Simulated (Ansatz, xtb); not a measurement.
## Relaxing a trial structure of AlClFH3Si

The starting geometry of this gas-phase singlet has its atoms placed at random.

```xyz
7

Al   -0.0429   -1.5970   -1.1600
Cl    0.4121    0.5694    1.4985
F     1.2987    0.7747   -1.7206
Si   -0.2104    1.1569   -0.1817
H    -0.8433    0.0109    0.7476
H    -0.0694    1.1840   -1.5282
H    -1.4626    0.9310    1.2874
```

One run relaxed it with r2SCAN-D4/def2-SVP. What is a likely outcome?

It loosens into ClH3Si + AlF, which stay close as a complex. Distances that change by over a tenth: Cl2–Si4 (1.89 → 2.10 Å). Contacts that open: Cl2–H5 (1.57 → 2.95 Å). Contacts that close: Al1–F3 (2.78 → 1.70 Å), Si4–H7 (1.94 → 1.49 Å).

The energy falls by 11.14 eV over 25 steps:

```
step  E − E(last) (eV)
   1            11.138
   4             5.076
   6             2.348
   9             0.335
  12             0.150
  14             0.092
  17             0.024
  20             0.003
  22             0.000
  25             0.000
```

Final geometry (Å):

```xyz
7

Al    1.8676   -1.4406   -1.1963
Cl    0.8596    0.1845    1.2841
F     0.4940   -0.5911   -1.7260
Si   -0.7658    1.0618    0.2768
H    -1.6957   -0.0024   -0.1682
H    -0.2560    1.9019   -0.8322
H    -1.4216    1.9159    1.3047
```

From the same start GFN2-xTB ends elsewhere, differing in Al1–Cl2 (2.37 against 3.13 Å here), Al1–Si4 (2.57 against 3.92 Å here).

From so rough a start the end depends on the optimiser's path, so another program may land elsewhere. No frequencies were run, so the end isn't proven a minimum. Run with Ansatz 0.2.0, 60 s on 2 threads of Arm Neoverse V2 (shared host).
